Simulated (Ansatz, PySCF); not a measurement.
Caution: the highest occupied level lies above zero, so the state may not be bound. This triplet is an excited state, 1.15 eV above the relaxed singlet at the level B3LYP/aug-cc-pVTZ // PBE0-D3(BJ)/def2-TZVPD (Ansatz, an electronic-structure program).

Z-matrix (Å, degrees):
```
C
C 1 1.3563
H 2 1.0884 1 121.56
H 2 1.0916 3 115.65 1 179.91
H 1 1.0957 2 115.08 3 179.89
Al 1 1.9500 5 115.88 2 179.84
N 6 1.8580 1 119.66 5 -179.79
H 7 1.0116 6 117.49 1 -115.46
H 7 1.0117 8 107.45 6 135.11
```
Charge -1, spin multiplicity 3.

**Question.** What highest occupied spin orbital and total energy does PBE0-D3(BJ)/def2-TZVPD in PySCF give?

**Answer.** 
```json
{
  "highest_occupied_spin_orbital": "1.35 eV",
  "total_energy": "-376.1560 Ha"
}
```
